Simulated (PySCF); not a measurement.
Computed shifts of a molecule CH6AlNO, PySCF with HF/pcSseg-1, GIAO, gas phase, equivalent atoms averaged, in ppm (number of nuclei): ¹H: 3.93 (1), 3.89 (3), 0.88 (2). ¹³C: 50.8 (1). ¹⁵N: 13.6 (1). References: ¹H against TMS (σ = 31.99 ppm); ¹⁷O against H2O (σ = 333.0 ppm); ¹³C against TMS (σ = 192.6 ppm); ¹⁵N against NH3 (σ = 267.3 ppm), references at their B3LYP-D3(BJ)/def2-TZVP geometries, non-relativistic. Geometry optimised at r2SCAN-D4/def2-SVP. The values are those of a single conformer.

Problem. Identify the compound among the candidates.
(A) C[NH][AlH][OH]
(B) [CH3][Al]([NH2])[OH]
(C) C[O][AlH][NH2]

Solution. C, C[O][AlH][NH2]
